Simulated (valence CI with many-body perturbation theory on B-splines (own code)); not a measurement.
**Basis-set convergence for Al I**

Level of theory: relativistic CI+MBPT: three valence electrons over a frozen Dirac-Fock core [Ne], a basis of 9 s, 9 p, 8 d, 6 f, 3 g, 1 h functions for each j, with the one-electron correlation potential Σ1, the two-electron term Σ2, the three-electron term Σ3, Breit, model QED; selected CI, second order for the rest, scaled by the run's own slope (own B-spline code, finite nucleus).

Against 21 measured levels this calculation errs by 42 cm⁻¹ on average and by 113 at most.

The reference run has the lowest level 3s²3p ²P°_1/2 and an ionisation energy of 5.98865 eV. Its largest variational space holds 12542 state functions.

Names give the largest LS component (configuration and term), which can be under half, so a name can repeat, a term be missing and a line seem to break the LS rules; names also repeat where a configuration has a term twice. Letters in brackets count levels of one name in rising energy.

Changed runs:
A. basis 6 s, 6 p, 5 d, 3 f, 1 g
B. basis 5 s, 5 p, 4 d, 2 f

Excitation energies of the reference run in cm⁻¹, and shifts in cm⁻¹:

```
                 Level  Reference         A         B
         3s²3p ²P°_3/2        112      +0.2         0
          3s²4s ²S_1/2      25390       -31       -76
          3s3p² ⁴P_1/2      28908       -48      -116
          3s3p² ⁴P_3/2      28955       -49      -116
          3s3p² ⁴P_5/2      29031       -48      -116
          3s²3d ²D_3/2      32438       +45      +298
          3s²3d ²D_5/2      32440       +45      +298
         3s²4p ²P°_1/2      32974       -23       -62
         3s²4p ²P°_3/2      32990       -23       -62
          3s²5s ²S_1/2      37705       -66       -78
      3s²4d ²D_3/2 [a]      38964      +112      +234
      3s²4d ²D_5/2 [a]      38968      +112      +234
Ionisation energy (eV)    5.98865  -0.00568  -0.01468
```
